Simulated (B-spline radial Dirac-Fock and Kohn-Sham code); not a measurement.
## Elastic and transport cross sections of bismuth for positrons

These are calculated numbers from a radial atomic solver; the model is relativistic (Dirac) partial waves in the static field of the Dirac-Fock atom, without polarisation or absorption potentials. Below a few hundred eV the neglected polarisation potential matters, most of all at small angles. σ_tr1 and σ_tr2 weight the cross section with 1 − P₁ and 1 − P₂ of cos θ; "backward" is the share scattered beyond 90°.

| energy (eV) | σ (a₀²) | σ_tr1 (a₀²) | σ_tr2 (a₀²) | σ/σ_tr1 | backward (%) |
| --- | --- | --- | --- | --- | --- |
| 153 | 21.0 | 3.90 | 6.69 | 5.37 | 5.3 |
| 316 | 16.2 | 2.32 | 4.08 | 6.97 | 3.9 |
| 337 | 15.8 | 2.21 | 3.89 | 7.14 | 3.8 |
| 346 | 15.6 | 2.17 | 3.82 | 7.21 | 3.7 |
| 392 | 14.9 | 1.97 | 3.50 | 7.56 | 3.5 |
| 633 | 12.3 | 1.35 | 2.45 | 9.15 | 2.8 |
| 696 | 11.9 | 1.25 | 2.28 | 9.52 | 2.6 |
| 769 | 11.4 | 1.14 | 2.10 | 9.94 | 2.5 |
| 10200 | 3.24 | 0.0860 | 0.183 | 37.7 | 0.44 |
| 14700 | 2.64 | 0.0549 | 0.120 | 48.0 | 0.32 |
| 69200 | 1.05 | 0.00647 | 0.0157 | 162 | 0.061 |
| 75400 | 0.996 | 0.00570 | 0.0139 | 175 | 0.055 |
| 76900 | 0.984 | 0.00553 | 0.0135 | 178 | 0.053 |
| 98100 | ? | ? | ? | ? | ? |
| 108000 | 0.808 | 0.00331 | 0.00828 | 244 | 0.034 |
| 147000 | 0.682 | 0.00207 | 0.00527 | 329 | 0.022 |

Problem. Fill in the row for 98.1 keV.

Solution. σ = 0.853 a₀², σ_tr1 = 0.00384 a₀², σ_tr2 = 0.00952 a₀², σ/σ_tr1 = 223, backward 0.039 %. The ratio σ/σ_tr1 is roughly the number of elastic collisions that randomise the direction.
